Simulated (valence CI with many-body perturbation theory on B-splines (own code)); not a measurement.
# Ladder of approximations for Pm²⁸⁺

Calculated by configuration interaction combined with many-body perturbation theory (CI+MBPT): five valence electrons over a frozen Dirac-Fock core [Ar] 3d10, radial functions for each j: 9 s, 9 p, 8 d, 6 f, 3 g, 1 h, with the one-electron correlation potential Σ1, the two-electron term Σ2, the three-electron term Σ3, Breit, model QED; selected CI, second order for the rest (own B-spline code, finite nucleus).

No measured spectrum was set against this ion. As an estimate, large intervals hold to a few tenths of a per cent, small ones and those within an open d or f shell to about a per cent. Among the levels kept, up to 270 cm⁻¹ of a level comes from second order outside the variational space, and about a tenth of that is noise between levels of different J, which matters for small intervals.

Each rung adds one term. CI alone is the Dirac-Coulomb CI over the frozen core; QED comes last and gives the full result, which names the levels. Energies are above (4s^2 4p1/2^2 4p3/2) J=3/2 on the same rung, in cm⁻¹.

Levels are named by their leading jj configuration (3d3/2^4 stands for four electrons in 3d with j = 3/2), which in mixed levels can hold well under half, so a name can repeat and another be missing. Letters in brackets count levels of one name in rising energy.

| Level | CI alone | + Σ1 | + Σ2 | + Σ3 | + Breit | Full |
| --- | --- | --- | --- | --- | --- | --- |
| (4s^2 4p1/2 4p3/2^2) J=3/2 | 232263 | 233459 | 234641 | 234771 | 231598 | 232009 |
| (4s^2 4p1/2 4p3/2^2) J=5/2 | 265333 | 266554 | 267269 | 267294 | 263864 | 264271 |
| (4s^2 4p1/2 4p3/2^2) J=1/2 | 306865 | 308106 | 308098 | 307960 | 304793 | 305183 |
| (4s^2 4p3/2^3) J=3/2 | 543817 | 546267 | 547585 | 547566 | 541059 | 541849 |
| (4s 4p1/2^2 4p3/2^2) J=5/2 | 758312 | 759093 | 761131 | 761548 | 760982 | 757412 |
| (4s 4p1/2^2 4p3/2^2) J=3/2 | 831598 | 831850 | 831985 | 832349 | 831318 | 828786 |
| (4s 4p1/2^2 4p3/2^2) J=1/2 | 854533 | 855465 | 855213 | 855380 | 854786 | 851171 |
| (4s^2 4p1/2^2 4d3/2) J=3/2 | 912103 | 911947 | 909985 | 910160 | 908571 | 906960 |
| (4s^2 4p1/2^2 4d5/2) J=5/2 | 976850 | 976528 | 974019 | 974247 | 970934 | 970433 |
| (4s 4p1/2 4p3/2^3) J=3/2 [a] | 1018060 | 1019830 | 1022110 | 1022540 | 1018930 | 1016000 |
| (4s 4p1/2 4p3/2^3) J=5/2 | 1058010 | 1059750 | 1061580 | 1061970 | 1057820 | 1055130 |
| (4s^2 4p1/2 4p3/2 4d3/2) J=1/2 [a] | 1088980 | 1089960 | 1090320 | 1090750 | 1086410 | 1084950 |
| (4s^2 4p1/2 4p3/2 4d3/2) J=3/2 | 1089060 | 1089890 | 1090680 | 1091150 | 1086470 | 1085340 |
| (4s^2 4p1/2 4p3/2 4d3/2) J=5/2 [a] | 1114080 | 1114490 | 1114940 | 1115380 | 1110180 | 1109870 |
| (4s^2 4p1/2 4p3/2 4d3/2) J=7/2 | 1138980 | 1139340 | 1139640 | 1140000 | 1134470 | 1134270 |
| (4s^2 4p1/2 4p3/2 4d3/2) J=1/2 [b] | 1151200 | 1152420 | 1150500 | 1150750 | 1146260 | 1144650 |
| (4s^2 4p1/2 4p3/2 4d5/2) J=7/2 [a] | 1165130 | 1165870 | 1166180 | 1166660 | 1160190 | 1160130 |
| (4s 4p1/2 4p3/2^3) J=3/2 [b] | 1176790 | 1178100 | 1174500 | 1174690 | 1170090 | 1168330 |
| (4s^2 4p1/2 4p3/2 4d5/2) J=9/2 | 1199630 | 1200420 | 1200430 | 1200760 | 1193890 | 1193840 |
| (4s^2 4p1/2 4p3/2 4d5/2) J=5/2 [a] | 1215740 | 1216460 | 1212670 | 1212870 | 1206880 | 1206660 |
| (4s^2 4p1/2 4p3/2 4d5/2) J=3/2 [a] | 1225890 | 1226620 | 1220750 | 1220820 | 1215540 | 1214940 |
| (4s^2 4p1/2 4p3/2 4d3/2) J=5/2 [b] | 1254550 | 1255270 | 1249650 | 1249680 | 1243890 | 1243490 |
| (4s^2 4p1/2 4p3/2 4d3/2) J=1/2 [c] | 1256920 | 1257470 | 1250450 | 1250400 | 1245390 | 1244950 |
| (4s^2 4p1/2 4p3/2 4d5/2) J=3/2 [b] | 1266990 | 1267880 | 1260550 | 1260540 | 1255090 | 1254370 |
| (4s^2 4p1/2 4p3/2 4d5/2) J=7/2 [b] | 1272030 | 1272880 | 1270290 | 1270400 | 1263580 | 1263540 |
| (4s^2 4p1/2 4p3/2 4d5/2) J=3/2 [c] | 1306530 | 1307390 | 1303850 | 1303660 | 1297380 | 1297190 |
| (4s^2 4p1/2 4p3/2 4d5/2) J=5/2 [b] | 1311280 | 1311990 | 1303740 | 1303530 | 1297540 | 1297370 |
| (4s^2 4p1/2 4p3/2 4d5/2) J=1/2 | 1330380 | 1331730 | 1326390 | 1326210 | 1319970 | 1319340 |
| (4s 4p3/2^4) J=1/2 | 1376780 | 1379170 | 1376870 | 1377020 | 1369970 | 1368140 |
| (4s^2 4p3/2^2 4d5/2) J=7/2 | 1440440 | 1442410 | 1443340 | 1443790 | 1433920 | 1434260 |
| (4s^2 4p3/2^2 4d5/2) J=9/2 | 1452370 | 1454340 | 1455220 | 1455570 | 1445680 | 1446010 |

(1) How does the ionisation energy move along the ladder, and which term matters most?

Results:

(1) CI alone 1040.5, + Σ1 1041.9, + Σ2 1042.0, + Σ3 1041.7, + Breit 1041.2, + QED 1041.1 eV. The largest step is Σ1, 1.4 eV. NIST lists 1040 ± 4 eV (theoretical).
